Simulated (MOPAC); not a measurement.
Job for MOPAC: AM1 on iminoborane (SMILES B=N), a point of a bond scan (R = 1.736 Å).

```
AM1 1SCF PRECISE CHARGE=0 THREADS=1
BH2N

B     -0.00000000 1    -0.00000000 1    -0.69205561 1
N      0.00000000 1     0.00000000 1     0.54091709 1
H     -0.00000000 1    -0.00000000 1    -1.85891024 1
H      0.00000000 1     0.00000000 1     2.27665727 1
```

It printed:

```
*******************************************************************************
 **                                                                           **
 **                              MOPAC v23.2.5                                **
 **                                                                           **
 *******************************************************************************
 ** MOPAC's Digital Object Identifier: https://doi.org/10.5281/zenodo.6511958 **
 **                                                                           **
 ** Please cite the open-source release paper for use of this MOPAC version:  **
 ** J. E. Moussa and J. J. P. Stewart (2026)                                  **
 ** MOPAC: An open-source semiempirical molecular orbital program             **
 ** J. Open Source Softw., 11(119), 8025, https://doi.org/10.21105/joss.08025 **
 *******************************************************************************

                              AM1 CALCULATION RESULTS

 *******************************************************************************
 *  AM1        - The AM1 Hamiltonian to be used
 *
 *
 *
 *                 CHARGE ON SYSTEM = 0
 *
 *
 *
 *  PRECISE    - TIGHTER CRITERIA TO BE USED
 *  1SCF       - DO 1 SCF AND THEN STOP
 *  THREADS=1  - MULTI-THREADING NOT USED
 *  T=         - A TIME OF 172800.0 SECONDS REQUESTED
 *  DUMP=N     - RESTART FILE WRITTEN EVERY 7200.0 SECONDS REQUESTED
 *******************************************************************************
AM1 1SCF PRECISE CHARGE=0 THREADS=1
 BH2N

   ATOM   CHEMICAL          X               Y               Z
  NUMBER   SYMBOL      (ANGSTROMS)     (ANGSTROMS)     (ANGSTROMS)

     1       B         -0.00000000  *  -0.00000000  *  -0.69205561  *
     2       N          0.00000000  *   0.00000000  *   0.54091709  *
     3       H         -0.00000000  *  -0.00000000  *  -1.85891024  *
     4       H          0.00000000  *   0.00000000  *   2.27665727  *



          CARTESIAN COORDINATES

    NO.       ATOM           X           Y           Z

     1         B         -0.0000     -0.0000     -0.6921
     2         N          0.0000      0.0000      0.5409
     3         H         -0.0000     -0.0000     -1.8589
     4         H          0.0000      0.0000      2.2767

  H: (AM1): M.J.S. DEWAR ET AL, J. AM. CHEM. SOC. 107 3902-3909 (1985)
  B: (AM1): M.J.S. DEWAR ET AL, ORGANOMETALLICS, 7, 513-521 (1988)
  N: (AM1): M.J.S. DEWAR ET AL, J. AM. CHEM. SOC. 107 3902-3909 (1985)

           Empirical Formula: H2 N B  =     4 atoms



      MOLECULAR POINT GROUP   :   C*v


      RHF CALCULATION, NO. OF DOUBLY OCCUPIED LEVELS = 5


 -------------------------------------------------------------------------------
 AM1 1SCF PRECISE CHARGE=0 THREADS=1
 BH2N



     1SCF WAS SPECIFIED, SO BFGS WAS NOT USED
     SCF FIELD WAS ACHIEVED


                              AM1 CALCULATION
                                                       MOPAC v23.2.5 Linux




          FINAL HEAT OF FORMATION =        112.01306 KCAL/MOL =     468.66263 KJ/MOL


          COSMO AREA              =         71.46 SQUARE ANGSTROMS
          COSMO VOLUME            =         51.72 CUBIC ANGSTROMS

          IONIZATION POTENTIAL    =         10.188931 EV
          HOMO LUMO ENERGIES (EV) =        -10.189 -1.140
          NO. OF FILLED LEVELS    =          5
          MOLECULAR WEIGHT        =         26.8325         POINT GROUP:  C*v

          MOLECULAR DIMENSIONS (Angstroms)

            Atom       Atom       Distance
            H     4    H     3     4.13557
            H     4    H     3     0.00000
            B     1    N     2     0.00000


          SCF CALCULATIONS        =          1





   ATOM   CHEMICAL          X               Y               Z
  NUMBER   SYMBOL      (ANGSTROMS)     (ANGSTROMS)     (ANGSTROMS)

     1       B         -0.00000000  *  -0.00000000  *  -0.69205561  *
     2       N          0.00000000  *   0.00000000  *   0.54091709  *
     3       H         -0.00000000  *  -0.00000000  *  -1.85891024  *
     4       H          0.00000000  *   0.00000000  *   2.27665727  *

                             CARTESIAN COORDINATES

   1    B       -0.000000000    -0.000000000    -0.692055610
   2    N        0.000000000     0.000000000     0.540917090
   3    H       -0.000000000    -0.000000000    -1.858910240
   4    H        0.000000000     0.000000000     2.276657270


           Empirical Formula: H2 N B  =     4 atoms



      MOLECULAR POINT GROUP   :   C*v


                  EIGENVALUES
 -30.22212 -17.11925 -12.44797 -10.18893 -10.18893  -1.13975   3.81754   4.56653
   4.56653   9.40035


              NET ATOMIC CHARGES AND DIPOLE CONTRIBUTIONS

  ATOM NO.   TYPE          CHARGE      No. of ELECS.   s-Pop       p-Pop
    1          B          -0.070813        3.0708     1.23394     1.83688
    2          N          -0.564839        5.5648     1.64341     3.92143
    3          H           0.170401        0.8296     0.82960
    4          H           0.465251        0.5347     0.53475
 DIPOLE           X         Y         Z       TOTAL
 POINT-CHG.     0.000     0.000     2.334     2.334
 HYBRID        -0.000    -0.000     0.172     0.172
 SUM           -0.000    -0.000     2.506     2.506


          ATOMIC ORBITAL ELECTRON POPULATIONS

     Atom    s        px        py        pz
    1  B   1.23394   0.55725   0.55725   0.72237
    2  N   1.64341   1.44275   1.44275   1.03593
    3  H   0.82960
    4  H   0.53475

 **********************
 *                    *
 * JOB ENDED NORMALLY *
 *                    *
 **********************




 == MOPAC DONE ==
```

The run finished.

Cost: about 0.020 core-seconds (a rough figure).
